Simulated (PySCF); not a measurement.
GeH₇NSi₂, SMILES [NH]1[SiH2][SiH2][GeH2]1. Geometry optimised at PBE0-D3(BJ)/def2-SVP. The structure was generated by enumeration, and PubChem lists no compound with its InChIKey, so it may never have been made.

Q: Give the equilibrium geometry at PBE0-D3(BJ)/def2-SVP (PySCF confirms it by a frequency run) as bond lengths and angles, and its point group. (Estimate from the structure and the level; the computed values follow.)

A: point group Cs.
Atoms: N1 Si2 Si3 Ge4 H5 H6 H7 H8 H9 H10 H11. Bond lengths (Å): N1–Si2 1.746, N1–Ge4 1.863, N1–H5 1.015, Si2–Si3 2.357, Si2–H6 1.500, Si2–H7 1.500, Si3–Ge4 2.397, Si3–H8 1.494, Si3–H9 1.494, Ge4–H10 1.546, Ge4–H11 1.546. Angles (°): Si2–N1–Ge4 109.5, Si2–N1–H5 126.1, Ge4–N1–H5 124.4, N1–Si2–Si3 88.8, N1–Si2–H6 114.8, N1–Si2–H7 114.8, Si3–Si2–H6 115.9, Si3–Si2–H7 115.9, H6–Si2–H7 106.4, Si2–Si3–Ge4 76.7, Si2–Si3–H8 117.7, Si2–Si3–H9 117.7, Ge4–Si3–H8 115.8, Ge4–Si3–H9 115.8, H8–Si3–H9 109.8, N1–Ge4–Si3 85.0, N1–Ge4–H10 111.9, N1–Ge4–H11 111.9, Si3–Ge4–H10 118.8, Si3–Ge4–H11 118.8, H10–Ge4–H11 108.3.
Charge 0, spin multiplicity 1.
